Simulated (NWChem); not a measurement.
# Correlation energy of iminoborane (H$_{2}$BN)

SMILES: B=N
```xyz
4

B      0.0000     0.0000    -0.7011
N      0.0000     0.0000     0.5488
H      0.0000     0.0000    -1.8910
H      0.0000     0.0000     1.5544
```
Charge 0, spin multiplicity 1.

The numbers come from NWChem runs, not from measurements. Structure: optimised with PBE/def2-SVP, a minimum by its harmonic frequencies.

Basis set: def2-TZVP. Each correlation energy counts from its own Hartree-Fock reference.

```
method        correlation energy (mHa)  difference from CCSD(T)
------------  ------------------------  -----------------------
MP2                             -300.3                    +26.0
SCS-MP2                         -299.6                    +26.8
CR-CCSD[T]                      -324.4                     +1.9
CR-CCSD(T)                      -323.8                     +2.6
CCSD                            -312.0                    +14.4
CCSD+T(CCSD)                    -327.2                     -0.8
CCSD(T)                         -326.4                      0.0
```

The values span 27.6 mHa, from CCSD+T(CCSD) (lowest) to SCS-MP2 (highest). 

The correlated methods keep 2 core orbitals frozen. Differences from the coupled-cluster row are differences between methods, not errors against experiment.
